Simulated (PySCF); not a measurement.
C$_{2}$H$_{5}$O$_{2}$ (SMILES C[OH+]C=O), charge +1, singlet, at a GFN2-xTB geometry; DF-B3LYP/STO-3G (PySCF).

Input for PySCF:
```python
from pyscf import gto, scf, dft

mol = gto.Mole()
mol.atom = '''
    C    -1.03042963   -0.20472600   -0.02112033
    O    -0.73312942   -1.29679953   -0.24874157
    O     0.04062159    0.83539826    0.07348090
    H    -1.98763608    0.30559936    0.10443989
    C     1.42550223    0.37698170    0.08288634
    H     2.05413765    1.22422046   -0.18596967
    H     1.70287093   -0.01912909    1.05973032
    H     1.52164729   -0.40426881   -0.67126979
    H    -0.12139264    1.55125391    0.72455841
'''
mol.basis = 'sto-3g'
mol.charge = 1
mol.verbose = 4
mol.build()

mf = dft.RKS(mol)
mf.xc = 'b3lyp'
mf = mf.density_fit(auxbasis='def2-universal-jkfit')
mf.kernel()
```

It wrote (shortened):

```
PySCF version 2.14.0

[INPUT] verbose = 4
[INPUT] num. atoms = 9
[INPUT] num. electrons = 32
[INPUT] charge = 1
[INPUT] spin (= nelec alpha-beta = 2S) = 0
[INPUT] symmetry False subgroup None
[INPUT] Mole.unit = angstrom
[INPUT] Symbol           X                Y                Z      unit          X                Y                Z       unit  Magmom
[INPUT]  1 C     -1.030429630000  -0.204726000000  -0.021120330000 AA   -1.947229791337  -0.386876070578  -0.039911639360 Bohr   0.0
[INPUT]  2 O     -0.733129420000  -1.296799530000  -0.248741570000 AA   -1.385413817661  -2.450595950165  -0.470053443094 Bohr   0.0
[INPUT]  3 O      0.040621590000   0.835398260000   0.073480900000 AA    0.076763679844   1.578673916338   0.138858776387 Bohr   0.0
[INPUT]  4 H     -1.987636080000   0.305599360000   0.104439890000 AA   -3.756087826504   0.577499094242   0.197362788580 Bohr   0.0
[INPUT]  5 C      1.425502230000   0.376981700000   0.082886340000 AA    2.693808804657   0.712392166973   0.156632482068 Bohr   0.0
[INPUT]  6 H      2.054137650000   1.224220460000  -0.185969670000 AA    3.881757580658   2.313441385489  -0.351431743776 Bohr   0.0
[INPUT]  7 H      1.702870930000  -0.019129090000   1.059730320000 AA    3.217959683183  -0.036148741112   2.002600070698 Bohr   0.0
[INPUT]  8 H      1.521647290000  -0.404268810000  -0.671269790000 AA    2.875496636287  -0.763957331604  -1.268516058794 Bohr   0.0
[INPUT]  9 H     -0.121392640000   1.551253910000   0.724558410000 AA   -0.229398843138   2.931445039561   1.369216956150 Bohr   0.0

nuclear repulsion = 129.038111248459
number of shells = 17
number of NR pGTOs = 75
number of NR cGTOs = 25
basis = sto-3g
ecp = {}

******** <class 'pyscf.df.df_jk.DFRKS'> ********
method = DFRKS
initial guess = minao
damping factor = 0
level_shift factor = 0
DIIS = <class 'pyscf.scf.diis.CDIIS'>
diis_start_cycle = 1
diis_space = 8
diis_damp = 0
SCF conv_tol = 1e-09
SCF conv_tol_grad = None
SCF max_cycles = 50
direct_scf = False
XC library pyscf.dft.libxc version 7.1.2
    S. Lehtola, C. Steigemann, M. J. T. Oliveira, and M. A. L. Marques,  SoftwareX 7, 1–5 (2018)
XC functionals = b3lyp
    P. J. Stephens, F. J. Devlin, C. F. Chabalowski, and M. J. Frisch,  J. Phys. Chem. 98, 11623 (1994)
radial grids:
    Treutler-Ahlrichs [JCP 102, 346 (1995); DOI:10.1063/1.469408] (M4) radial grids

becke partition: Becke, JCP 88, 2547 (1988); DOI:10.1063/1.454033
pruning grids: <function nwchem_prune>
grids dens level: 3
symmetrized grids: False
atomic radii adjust function: <function treutler_atomic_radii_adjust>
small_rho_cutoff = 0
Set gradient conv threshold to 3.16228e-05
Initial guess from minao.
tot grids = 105440
******** <class 'pyscf.df.df.DF'> ********
auxbasis = def2-universal-jkfit
init E= -227.213992296947
  HOMO = -0.333412817693301  LUMO = -0.00807225796800515  gap/eV = 8.85297
cycle= 1 E= -226.176021281854  delta_E= 1.04  |g|= 0.744  |ddm|= 3.66
  HOMO = -0.392313528884761  LUMO = -0.133048451760607  gap/eV = 7.05496
cycle= 2 E= -225.346852417797  delta_E= 0.829  |g|= 1.99  |ddm|= 2.85
  HOMO = -0.494347848302526  LUMO = -0.212940718531628  gap/eV = 7.65748
cycle= 3 E= -226.341938283419  delta_E= -0.995  |g|= 0.196  |ddm|= 2.15
  HOMO = -0.50300587953266  LUMO = -0.199884525571509  gap/eV = 8.24835
cycle= 4 E= -226.351396757751  delta_E= -0.00946  |g|= 0.0716  |ddm|= 0.276
  HOMO = -0.504108315523463  LUMO = -0.198164001400764  gap/eV = 8.32517
cycle= 5 E= -226.352744447465  delta_E= -0.00135  |g|= 0.0094  |ddm|= 0.0781
  HOMO = -0.505509946720295  LUMO = -0.19920594629013  gap/eV = 8.33496
cycle= 6 E= -226.352766612409  delta_E= -2.22e-05  |g|= 0.00235  |ddm|= 0.00904
  HOMO = -0.50556736095952  LUMO = -0.199210130594099  gap/eV = 8.33640
cycle= 7 E= -226.352768069481  delta_E= -1.46e-06  |g|= 0.000345  |ddm|= 0.00277
  HOMO = -0.505527244806884  LUMO = -0.199139823497965  gap/eV = 8.33723
cycle= 8 E= -226.352768101349  delta_E= -3.19e-08  |g|= 4.15e-05  |ddm|= 0.000393
  HOMO = -0.505536187709525  LUMO = -0.199149951910971  gap/eV = 8.33719
cycle= 9 E= -226.352768101933  delta_E= -5.84e-10  |g|= 2.63e-06  |ddm|= 6.64e-05
  HOMO = -0.505535594807428  LUMO = -0.199149912029601  gap/eV = 8.33718
Extra cycle  E= -226.35276810193  delta_E= 3.58e-12  |g|= 4.93e-06  |ddm|= 7.97e-06
converged SCF energy = -226.35276810193
```
